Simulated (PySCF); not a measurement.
Geometry:
| atom | x (Å) | y (Å) | z (Å) |
| --- | --- | --- | --- |
| B1 | 1.097 | -0.033 | 0.072 |
| P2 | -0.732 | 0.015 | -0.060 |
| F3 | -1.420 | -0.867 | -1.163 |
| F4 | -1.407 | 1.399 | -0.367 |
| F5 | -1.573 | -0.424 | 1.191 |
| H6 | 1.322 | -1.204 | 0.312 |
| H7 | 1.313 | 0.737 | 0.989 |
| H8 | 1.452 | 0.357 | -1.025 |

Geometry: PBE0-D3(BJ)/def2-SVP; GIAO absolute shieldings from PySCF 2.14, gas phase, non-relativistic, averaged over equivalent atoms.

At PBE0/pcSseg-1 (107 basis functions, 5.7 s wall time on 1 thread of an Arm Neoverse V1, shared host):
| atoms | σ (ppm) |
| --- | --- |
| B1 | 155.2 |
| P2 | 181.3 |
| F3/F4/F5 | 225.0 |
| H6/H7/H8 | 30.18 |

**Question.** Predict the values at WP04/pcSseg-2 on the same geometry.

**Answer.** 
```
   atoms  σ at WP04/pcSseg-2  change
      B1               143.7   -11.5
      P2               169.3   -12.0
F3/F4/F5               231.8    +6.8
H6/H7/H8               30.65   +0.47
```

The largest change is at P2 (phosphorus bonded to B, 3 F). Cost: 229 basis functions, 16 s wall time on 1 thread of an Arm Neoverse V1, shared host.
